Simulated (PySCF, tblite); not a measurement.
Species: C4H5ClO2Si.
Geometry (GFN2-xTB, Å), atoms numbered from 1 in this order:
```xyz
13
C4H5ClO2Si angstrom
C      1.159    1.154    2.021
C      0.242    0.862    1.301
Si    -1.134    0.402    0.144
O     -2.466   -0.070    0.932
O     -0.681   -0.942   -0.697
C      0.300   -1.228   -1.544
C      1.199   -0.412   -2.081
Cl     1.269    1.277   -1.756
H      1.956    1.413    2.658
H     -1.616    1.488   -0.685
H     -2.510   -0.896    1.405
H      0.330   -2.280   -1.808
H      1.947   -0.766   -2.768
```

The calculation used wB97X-D/def2-SVPD in PySCF (dipole) on a GFN2-xTB geometry, gas phase.

Take the most abundant isotopes and a rigid rotor. The values belong to one conformer with, in the numbering `[CH:1]#[C:2][Si@H:3]([OH:4])[O:5]/[CH:6]=[CH:7]\[Cl:8]`, C2–Si3–O4–H -70°, C2–Si3–O5–C6 -62°, Si3–O5–C6–C7 -7°.

Problem. Give the principal moments of inertia and the rotational constants in GHz.

Solution. Ia = 260.17, Ib = 443.58, Ic = 587.03 u·Å²; 505379 MHz·u·Å²/I gives 1942, 1139 and 860.9 MHz, that is A = 1.9425, B = 1.1393, C = 0.8609 GHz.

Problem. Classify the top.

Solution. An asymmetric top: κ = (2 × 1139 − 1942 − 860.9)/(1942 − 860.9) = -0.49.

Problem. What does the inertial defect say?

Solution. Not planar: Δ = Ic − Ia − Ib = -116.73 u·Å². For a rigid frame Δ = −2 Σ m c², so Σ m c² = 58.37 u·Å² lies off the ab plane: 8.73 from hydrogen and 49.63 from heavier atoms. The atom farthest from that plane is 1.85 Å away.

Problem. Which lines would a microwave search look for?

Solution. The dipole components are |μa| = 0.45 D, |μb| = 0.28 D, |μc| = 2.14 D. The squared components, which scale the intensities, stand as 0.04 : 0.02 : 1.00 (a : b : c). Some lines, for components of 0.1 D or more:

| type | branch | J(Ka,Kc) | MHz | lower level (cm⁻¹) |
| --- | --- | --- | --- | --- |
| b | Q | 3(2,1) ← 3(1,2) | 2322 | 0.458 |
| a | Q | 4(1,3) ← 4(1,4) | 2726 | 0.648 |
| b | R | 1(1,1) ← 0(0,0) | 2803 | 0.000 |
| b | Q | 4(1,3) ← 4(0,4) | 2915 | 0.641 |
| b | Q | 2(2,1) ← 2(1,2) | 3245 | 0.218 |
| b | Q | 3(3,0) ← 3(2,1) | 4468 | 0.536 |
| a | R | 3(2,2) ← 2(2,1) | 6001 | 0.326 |
| c | Q | 4(4,1) ← 4(3,1) | 6452 | 0.957 |
| c | R | 2(2,1) ← 1(1,1) | 6967 | 0.094 |
| b | R | 2(2,0) ← 1(1,1) | 7027 | 0.094 |
| c | R | 3(1,2) ← 2(0,2) | 7796 | 0.198 |
| a | R | 4(1,3) ← 3(1,2) | 8408 | 0.458 |
| b | R | 3(2,2) ← 2(1,1) | 8410 | 0.246 |
| c | R | 3(2,2) ← 2(1,2) | 9245 | 0.218 |
| b | R | 4(2,3) ← 3(1,2) | 9988 | 0.458 |
| c | R | 4(2,3) ← 3(1,3) | 11650 | 0.403 |
| c | R | 4(3,2) ← 3(2,2) | 12847 | 0.526 |
| b | R | 4(3,1) ← 3(2,2) | 12905 | 0.526 |
| b | R | 4(4,1) ← 3(3,0) | 14602 | 0.685 |
| b | R | 4(4,0) ← 3(3,1) | 14612 | 0.684 |

Problem. Estimate the classical rotational partition function at 100 K, 298.15 K and 500 K.

Solution. Point group C1, symmetry number σ = 1; q = (√π/σ)·√((kT/h)³/(ABC)), k/h = 20836.6 MHz/K: 122000 at 100 K, 629000 at 298.15 K, 1370000 at 500 K.

Its GFN2-xTB frequencies are all real (lowest 51 cm⁻¹). No vibrational averaging or centrifugal distortion is included, and the geometry carries the error of its method. Quadrupole hyperfine structure (35Cl) is left out.
